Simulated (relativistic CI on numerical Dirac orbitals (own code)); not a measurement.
**Slater and spin-orbit integrals, Rb⁺**

Calculated at this level of theory: Dirac-Coulomb-Breit CI, KLI orbitals optimised for each configuration, a model potential for QED, valence Slater integrals scaled by 0.85, P86 correlation energy added to each configuration (own radial code, finite nucleus).

Slater integrals F^k, G^k are unscaled and averaged over j, outside the closed core [Ar] 3d10; ζ comes from projecting the Hamiltonian with its Breit term on Σ l·s of the shell.

- 4s2 4p5 5s: ζ(4p) = 4889.5, G^1(4p,5s) = 4600.8 cm⁻¹; <r>(4p) = 1.666, <r^2>(4p) = 3.196, <r>(5s) = 4.165, <r^2>(5s) = 19.54 (bohr units).
- 4s2 4p5 4d: ζ(4p) = 4814.1, F^2(4p,4d) = 31824, G^1(4p,4d) = 35573, G^3(4p,4d) = 21151, ζ(4d) = 38.963 cm⁻¹; <r>(4p) = 1.683, <r^2>(4p) = 3.27, <r>(4d) = 3.238, <r^2>(4d) = 12.8 (bohr units).
- 4s2 4p5 5p: ζ(4p) = 4921.3, F^2(4p,5p) = 9814.2, G^0(4p,5p) = 2088.8, G^2(4p,5p) = 2640.7, ζ(5p) = 404.95 cm⁻¹; <r>(4p) = 1.657, <r^2>(4p) = 3.156, <r>(5p) = 5.212, <r^2>(5p) = 30.48 (bohr units).

In this model ζ of a weakly bound d, f or g electron outside closed shells comes out too small, for d by up to a factor of two or three and at times with the wrong sign; that of an outer p electron is too small as well.

Correlation outside the listed configurations is missing or only estimated: errors of thousands of cm⁻¹ between configurations and terms are usual at this charge. Rates and lifetimes follow the computed energies and can be off by large factors. The fine structure of a lone outer electron comes out too small, for d and f at times inverted, and misplaced configurations move strength between like terms. 17 of the 20 excited levels that our extract of the measured tables holds in this range could be paired (the sources list more); they are missed by 1537 cm⁻¹ on average and 6341 at most, and levels without a partner can miss by more.

Averages of the first 10 configurations, taken without configuration mixing, which lowers the lowest level and can move excited configurations by several eV; other configurations of the list can lie among them:

```tsv
Configuration	Parity	States	Average energy above the lowest level (eV)
4s2 4p6	even	1	0.0
4s2 4p5 5s	odd	12	17.2
4s2 4p5 4d	odd	60	19.0
4s2 4p5 5p	even	36	19.9
4s2 4p5 6s	odd	12	22.7
4s2 4p5 5d	odd	60	23.3
4s2 4p5 6p	even	36	23.7
4s 4p6 4d	even	20	39.0
4s2 4p5 4f	even	84	24.4
4s2 4p5 6d	odd	60	25.0
```
